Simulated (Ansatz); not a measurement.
C₈H₂₀O₄Sn⁻, that is Sn(OEt)4 with one electron more. The state is a doublet with charge -1. Geometry PBE-D4/def2-SVP, that of the neutral singlet; atoms count from 1.

Cartesian coordinates in Å:
```
Sn -0.001 -0.002 0.001
O 0.710 -0.974 1.602
C 0.383 -2.358 1.767
C 0.870 -2.794 3.140
H -0.716 -2.528 1.678
H 0.871 -2.979 0.976
H 0.654 -3.869 3.308
H 1.964 -2.638 3.232
H 0.371 -2.205 3.935
O -1.953 -0.438 -0.102
C -2.692 -0.013 -1.251
C -4.077 -0.636 -1.175
H -2.779 1.101 -1.279
H -2.185 -0.320 -2.196
H -4.697 -0.321 -2.039
H -4.006 -1.743 -1.177
H -4.592 -0.327 -0.243
O 0.787 -0.526 -1.764
C 2.145 -0.170 -2.045
C 2.422 -0.491 -3.505
H 2.329 0.913 -1.848
H 2.849 -0.741 -1.391
H 3.472 -0.247 -3.767
H 2.251 -1.568 -3.706
H 1.750 0.093 -4.166
O 0.454 1.929 0.268
C 0.165 2.537 1.531
C 0.785 3.926 1.537
H -0.938 2.613 1.692
H 0.573 1.931 2.375
H 0.572 4.445 2.494
H 1.884 3.861 1.408
H 0.376 4.537 0.707
```

In the def2 sets Sn takes a core potential; there is no spin–orbit coupling. The highest occupied level of the charge -1 doublet lies above zero (up to 1.50 eV). By energy differences its removal costs 0.12 eV (vertical, to the charge 0 singlet, at PBE0-D4/def2-SVP); self-interaction error and the lack of diffuse functions both raise the level.

(1) Estimate the Mulliken populations of the heavy atoms from the PBE0/def2-SVP orbitals of Ansatz.

(2) Where does the spin sit?

(3) And the Mayer bond orders between bonded heavy atoms (over 0.3)?

## Answers

(1) 
| atom | charge (e) | spin (α − β) |
| --- | --- | --- |
| Sn1 | 0.86 | 0.57 |
| O2 | -0.58 | 0.08 |
| C3 | 0.17 | 0.01 |
| C4 | -0.09 | 0.00 |
| O10 | -0.58 | 0.08 |
| C11 | 0.17 | 0.01 |
| C12 | -0.09 | 0.00 |
| O18 | -0.58 | 0.08 |
| C19 | 0.17 | 0.01 |
| C20 | -0.09 | 0.00 |
| O26 | -0.58 | 0.08 |
| C27 | 0.17 | 0.01 |
| C28 | -0.09 | 0.00 |
Mulliken values and Mayer orders depend strongly on the basis.

(2) Summed by element: Sn 0.57, O 0.31, C 0.03, H 0.08, of 1 unpaired in all. Largest on single atoms: Sn1 0.57, O10 0.08, O2 0.08.

(3) Sn1–O2 0.73 (2.00 Å); Sn1–O10 0.73 (2.00 Å); Sn1–O18 0.73 (2.00 Å); Sn1–O26 0.73 (2.00 Å); O2–C3 1.02 (1.43 Å); C3–C4 1.09 (1.52 Å); O10–C11 1.02 (1.43 Å); C11–C12 1.09 (1.52 Å); O18–C19 1.02 (1.43 Å); C19–C20 1.09 (1.52 Å); O26–C27 1.02 (1.43 Å); C27–C28 1.09 (1.52 Å).
